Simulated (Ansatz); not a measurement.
Reaction (redistribution): `O[SiH2]/C=C\[SiH](O)O` + `[OH][Mo]([OH])([OH])([OH])([F])[Cl]` → `O[SiH](O)/C=C\[SiH2]Cl` + `[OH][Mo]([OH])([OH])([OH])([OH])[F]`

Isolated molecules relaxed with PBE0-D4/def2-TZVP in Ansatz; ΔE leaves out vibrations. CBS: MP2 limit from def2 TZ/QZ plus the TZ coupled-cluster correction, frozen cores. Double bonds are as drawn, so ΔE can hold a change between cis and trans. DFT in def2-TZVPP. def2 core potentials past Kr. For Mo outer-core shells are correlated without core-valence functions, which leaves a few kJ/mol of doubt a bond. One conformer a species, not always the lowest.

`O[SiH2]/C=C\[SiH](O)O`:

Z-matrix (Å, degrees):
```
Si
C 1 1.867
O 1 1.637 2 112.9
H 1 1.485 2 109.0 3 -118.6
H 1 1.491 2 106.9 3 124.5
C 2 1.338 1 128.6 3 -3.6
H 2 1.094 1 114.4 3 177.0
H 3 0.968 1 116.3 2 49.5
Si 6 1.853 2 129.3 1 0.7
H 6 1.092 2 117.7 1 -179.9
O 9 1.645 6 108.0 2 -167.3
O 9 1.659 6 107.9 2 -49.5
H 9 1.487 6 114.0 2 72.7
H 11 0.957 9 117.4 6 -126.7
H 12 0.959 9 116.8 6 -160.3
```

`[OH][Mo]([OH])([OH])([OH])([F])[Cl]`:

```xyz
11

O     1.698   -0.097    0.611
Mo   -0.034   -0.023   -0.024
O    -0.691   -1.112    1.315
O     0.497    0.335   -1.756
O    -1.680    0.754   -0.295
F    -0.083   -1.767   -0.864
Cl    0.208    2.112    1.076
H     2.104    0.622    1.107
H    -0.731   -2.065    1.183
H     0.645   -0.389   -2.373
H    -1.932    1.629    0.020
```

`O[SiH](O)/C=C\[SiH2]Cl`:

```xyz
14

O    -0.147   -0.248    2.914
Si    0.066    0.567    1.510
O    -1.288    0.619    0.568
C     1.270   -0.262    0.378
C     1.013   -0.532   -0.907
Si   -0.526   -0.145   -1.908
Cl    0.001   -0.696   -3.843
H    -0.332   -1.188    2.862
H     0.456    1.927    1.947
H    -1.988    1.241    0.769
H     2.240   -0.558    0.779
H     1.785   -1.037   -1.490
H    -1.698   -0.982   -1.580
H    -0.852    1.294   -1.999
```

`[OH][Mo]([OH])([OH])([OH])([OH])[F]`:

```xyz
12

O    -1.498    0.966   -0.786
Mo   -0.149    0.055    0.085
O     0.117    1.224    1.499
O     0.613   -1.428    0.936
O     0.189   -0.857   -1.546
O     1.395    1.062   -0.469
F    -1.707   -0.745    0.906
H    -2.407    0.658   -0.704
H     0.888    1.801    1.522
H     0.012   -2.019    1.402
H     0.860   -1.545   -1.489
H     1.687    0.827   -1.355
```

(1) Is it downhill or uphill in electronic energy at CCSD(T)/CBS, and by how much? (Estimate.)

(2) What do these levels give: PBE0-D4, ωB97M-V, PBE, CCSD/def2-TZVPP, CCSD(T)/def2-TZVPP, HF/def2-QZVPP? (Best estimate.)

Largest T1 diagnostic among the species: 0.026, so the coupled-cluster value is less sure than usual.

Answers

(1) Ansatz gave: Uphill: ΔE = +19.3 kJ/mol.

(2) Computed: PBE0-D4 17.5, ωB97M-V 12.7, PBE 13.5, CCSD/def2-TZVPP 14.0, CCSD(T)/def2-TZVPP 15.4, HF/def2-QZVPP 16.2 kJ/mol.
